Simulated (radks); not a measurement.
Values are calculated unless marked as measured or tabulated.
The mean radii <r> (bohr) of the occupied orbitals of an atom or ion are listed with their occupations. Level of theory: Dirac Kohn-Sham, PBE, spin-unpolarised, spherical densities, point nucleus (a radial shooting solver on a logarithmic mesh with Libxc functionals).

| orbital | occ. | <r> |
|---|---|---|
| 1s1/2 | 2 | 0.02274 |
| 2s1/2 | 2 | 0.09648 |
| 2p1/2 | 2 | 0.08073 |
| 2p3/2 | 4 | 0.08735 |
| 3s1/2 | 2 | 0.2545 |
| 3p1/2 | 2 | 0.2442 |
| 3p3/2 | 4 | 0.2569 |
| 3d3/2 | 4 | 0.2286 |
| 3d5/2 | 6 | 0.2326 |
| 4s1/2 | 2 | 0.5794 |
| 4p1/2 | 2 | 0.5936 |
| 4p3/2 | 4 | 0.6226 |
| 4d3/2 | 4 | 0.6653 |
| 4d5/2 | 6 | 0.6756 |
| 5s1/2 | 1 | 1.394 |
| 5p1/2 | 2 | 1.559 |
| 5p3/2 | 4 | 1.646 |
| 4f5/2 | 6 | 0.9558 |
| 6s1/2 | 2 | 3.876 |
| 6p1/2 | 1 | 4.962 |

Name the element and its charge. Open shells, if any, fill j = l - 1/2 first.

Answer. Z = 62, samarium, charge 0: Sm in [Kr] 4d10 4f6 5s1 5p6 6s2 6p1. The 1s radius gives Z: for a bare nucleus <r> = (2 gamma + 1)/(2Z) with gamma = sqrt(1 - (Z/c)^2), 0.02245 bohr for Z = 62, and screening makes it slightly larger (0.02274 here). The occupations add up to 62, and the charge is Z minus that.
